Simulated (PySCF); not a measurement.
Si(H)2(Br)(Et) (C2H7BrSi), SMILES CC[SiH2]Br. Atoms are numbered in the order given.

```xyz
11

Si    -0.1125     1.0821    -0.4814
Br     1.1398    -0.5593     0.4227
C     -1.7817     0.3834    -0.9927
C     -2.6029    -0.2233     0.1513
H     -0.2589     2.1420     0.5541
H      0.6322     1.6214    -1.6516
H     -2.3325     1.2126    -1.4752
H     -1.6017    -0.3642    -1.7848
H     -3.5681    -0.6124    -0.2098
H     -2.8176     0.5224     0.9340
H     -2.0632    -1.0561     0.6286
```
Charge 0, spin multiplicity 1.

Geometry optimised at B3LYP-D3(BJ)/def2-SVP. The values are those of a single conformer.

Level of theory: KT2/pcSseg-1 (PySCF).

GIAO shieldings, no solvent; atoms listed in one row are averaged. δ = σ(ref) − σ: ²⁹Si against TMS (σ = 361.9 ppm); ¹³C against TMS (σ = 185.1 ppm); ¹H against TMS (σ = 31.47 ppm), references at their B3LYP-D3(BJ)/def2-TZVP geometries, non-relativistic (without spin–orbit terms, shifts of atoms bonded to Cl or Br come out too high).

```
nucleus         atoms  count  δ (ppm)
-------  ------------  -----  -------
²⁹Si              Si1      1      1.3
¹³C                C3      1     15.8
¹³C                C4      1     12.1
¹H                 H6      1     5.63
¹H                 H5      1     5.46
¹H       H9, H10, H11      3     1.51
¹H                 H8      1     1.33
¹H                 H7      1     1.15
```
